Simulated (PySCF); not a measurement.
Removing an electron from PhSCHF2

Compound: PhSCHF2, C7H6F2S.
SMILES with atom numbers: `[F:1][CH:2]([F:3])[S:4][c:5]1[cH:6][cH:7][cH:8][cH:9][cH:10]1` (hydrogens: H11 on C2; H12 on C6; H13 on C7; H14 on C8; H15 on C9; H16 on C10)

Structure used (PBE0-D3(BJ)/def2-SVP), in Å, numbered top down from 1:
```
atom  x, y, z in Å
F1     2.3410    0.0218    1.7035
C2     2.8035    0.1319    0.4490
F3     2.6403    1.4166    0.0804
S4     1.9738   -1.0114   -0.6818
C5     0.2932   -0.4922   -0.4149
C6    -0.1912    0.6679   -1.0269
C7    -1.5108    1.0593   -0.8153
C8    -2.3497    0.2885   -0.0107
C9    -1.8675   -0.8732    0.5906
C10   -0.5447   -1.2643    0.3936
H11    3.8789   -0.1180    0.4260
H12    0.4746    1.2589   -1.6579
H13   -1.8872    1.9704   -1.2862
H14   -3.3862    0.5956    0.1483
H15   -2.5233   -1.4773    1.2220
H16   -0.1502   -2.1640    0.8699
```

Level: PBE0/def2-SVPD (PySCF). Frontier orbitals with their largest atomic shares (Löwdin; up to four atoms above 4 %):

| orbital | ε (eV) | main atoms |
| --- | --- | --- |
| HOMO−3 | -9.71 | S4 40 %, C5 9 %, F1 8 %, C8 6 % |
| HOMO−2 | -7.79 | S4 27 %, C5 18 %, C8 16 %, C9 8 % |
| HOMO−1 | -7.69 | C10 21 %, C7 21 %, C6 19 %, C9 19 % |
| HOMO | -7.33 | ? |
| LUMO | -0.99 | C8 20 %, C5 19 %, C6 12 %, C10 10 % |
| LUMO+1 | -0.62 | C7 20 %, C10 19 %, C9 18 %, C6 17 % |
| LUMO+2 | 0.33 | S4 43 %, C5 9 %, C2 5 %, C9 4 % |

Problem. What vertical ionisation energy does ΔSCF give, and how far is −ε(HOMO) from it?

Solution. ΔSCF: 9.12 eV (880 kJ/mol; threshold wavelength 136 nm); ⟨S²⟩ of the doublet left behind is 0.759, against 0.75 for a pure doublet. −ε(HOMO) is 7.33 eV, 1.79 eV below it. For the exact functional −ε(HOMO) would equal the first vertical ionisation energy; PBE0 (global hybrid, 25 % exact exchange) falls short of its own ΔSCF value by 20 %. Holes in the HOMO−1 and HOMO−2 were tried too where these lie within 1.2 eV of the HOMO; the lowest converged state counts.

Problem. On which atoms does the HOMO lie?

Solution. S4 (sulfide sulfur) 52 %, C5 (substituted aromatic carbon) 12 %, C8 (aromatic CH carbon) 7 %, C2 (CHF2 carbon) 6 %. The HOMO−1 lies 0.36 eV lower.

Problem. Shift the occupied levels rigidly so that −ε(HOMO) equals the ΔSCF value. What binding energies result?

Solution. The shift is +1.79 eV: HOMO 9.12, HOMO−1 9.48, HOMO−2 9.58, HOMO−3 11.50 eV. A rigid shift is only a rough guide to the deeper ionisations.

Problem. How many of the 10 lowest singlet excitations (vertical TDDFT, same level) lie below the ionisation energy?

Solution. All 10; they run from 5.11 to 7.06 eV.

Problem. What total energies stand behind the ΔSCF value?

Solution. E(N) = -867.13896 Eh and E(N − 1) = -866.80375 Eh at the same geometry, 0.33521 Eh apart.

Geometry: PBE0-D3(BJ)/def2-SVP, one conformer, isolated molecule.
